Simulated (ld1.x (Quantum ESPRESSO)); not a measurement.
**Logarithmic derivatives: sulfur (S), TM**

| Item | Value |
| --- | --- |
| Element | S |
| Generator | ld1.x (Quantum ESPRESSO) 7.5 |
| Type | norm-conserving Troullier–Martins (Kleinman–Bylander form) |
| Functional | PBE |
| Relativity | scalar-relativistic |
| Frozen core | [Ne] |
| Valence charge | 6 |
| Reference configuration | 3s2 3p4 |
| Partial waves | 3p (bound): rc 1.75 bohr; 3d channel at 0.45 Ry: rc 1.40 bohr; 3s (bound): rc 1.25 bohr |
| Local potential | the s channel |
| Core correction | none |

The phase is arctan(r·u′/u) with u = r·R(r), unwrapped; energies in Ry, scanned from -3 to 5 Ry. A pole is an energy at which the radial function vanishes at the test radius. The pseudo phase is shifted by a multiple of π to meet the all-electron one at the reference energy, and phase errors are pseudo minus all-electron; the curves can meet again beyond the range given. Levels narrower than the energy grid can be missing from the lists of poles.

Question: For each channel, where are the poles, and over which energies does the pseudopotential scatter like the atom?

Answer:

```json
{"channel": "s", "radius (bohr)": "1.91", "reference energy (Ry)": "-1.27", "poles, all-electron": "0.89", "poles, pseudo": "0.84", "unbroken range about the reference energy with phases within 0.05 rad": "below 4.0", "phase error 1 Ry above the reference energy (rad)": "-0.002"}
{"channel": "p", "radius (bohr)": "1.91", "reference energy (Ry)": "-0.52", "poles, all-electron": "2.07", "poles, pseudo": "2.00", "unbroken range about the reference energy with phases within 0.05 rad": "below 4.8", "phase error 1 Ry above the reference energy (rad)": "-0.003"}
{"channel": "d", "radius (bohr)": "1.91", "reference energy (Ry)": "0.45", "poles, all-electron": "3.29", "poles, pseudo": "3.33", "unbroken range about the reference energy with phases within 0.05 rad": "the whole range", "phase error 1 Ry above the reference energy (rad)": "+0.002"}
```

Phases in the d channel:

```tsv
E (Ry)	all-electron	pseudo
-3.00	1.275	1.276
-2.76	1.264	1.264
-2.52	1.250	1.251
-2.28	1.236	1.236
-2.04	1.218	1.219
-1.80	1.199	1.199
-1.56	1.175	1.176
-1.32	1.148	1.148
-1.08	1.114	1.114
-0.84	1.072	1.072
-0.60	1.019	1.019
-0.36	0.949	0.949
-0.12	0.853	0.853
0.12	0.716	0.716
0.36	0.515	0.515
0.60	0.221	0.221
0.84	-0.164	-0.164
1.08	-0.555	-0.553
1.32	-0.859	-0.857
1.56	-1.069	-1.066
1.80	-1.211	-1.208
2.04	-1.312	-1.309
2.28	-1.387	-1.384
2.52	-1.445	-1.441
2.76	-1.492	-1.487
3.00	-1.531	-1.526
3.24	-1.565	-1.559
3.48	-1.595	-1.588
3.72	-1.623	-1.615
3.96	-1.649	-1.640
4.20	-1.674	-1.664
4.44	-1.699	-1.687
4.68	-1.726	-1.710
4.92	-1.753	-1.735
```
